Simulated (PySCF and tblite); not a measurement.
Values are calculated unless marked as measured or tabulated.
C₆H₈F₂, numbered as in [F:1][C:2]1=[CH:3][CH2:4][CH2:5][CH2:6][C@@H:7]1[F:8].

Free energies: PBE0-D3(BJ)/def2-SVP on GFN2-xTB structures plus GFN2-xTB thermal terms, symmetry and mirror images included. Conformers within 2.5 kcal/mol (GFN2-xTB free energy) were kept, 4 at most. GIAO shieldings: mPW1PW91/pcSseg-1. Shifts are against TMS (¹H), TMS (¹³C), CFCl3 (¹⁹F) at the same level; of two unlike H on one atom, a is the less shielded. Codes: tblite and PySCF.

The 6-ring runs over atoms 2–3–4–5–6–7.

```json
{"conformer": "1", "shape": "6-ring half-chair (ring torsions 14, -45, 64, -48, 18, 0°)", "symmetry": "C1", "E(GFN2) kcal/mol": "0.00", "E(DFT) kcal/mol": "0.00"}
{"conformer": "2", "shape": "6-ring half-chair (ring torsions -19, 50, -64, 43, -13, 0°)", "symmetry": "C1", "E(GFN2) kcal/mol": "1.38", "E(DFT) kcal/mol": "1.41"}
```

(1) How much do the weights at 298.15 K and the averaged shift of H6b depend on how the conformers are weighted?

Answers

(1) 
```csv
weighting,1 (%),2 (%),δ (ppm),rms dipole (D)
"DFT energy with thermal terms, symmetry and mirror images (full scheme)",91,9,1.51,2.74
DFT energy with symmetry and mirror images,92,8,1.50,2.73
bare DFT energy,92,8,1.50,2.73
GFN2-xTB energy with symmetry and mirror images,91,9,1.51,2.74
GFN2-xTB free energy,90,10,1.51,2.74
leading conformer alone,100,0,1.42,2.70
equal weights,50,50,1.88,2.90
```

The largest departure from the full scheme, 0.38 ppm, comes with: equal weights.


Conformer gaps in def2-SVP on xTB geometries can be 2 kcal/mol too large for S=O, P=O and other polar bonds.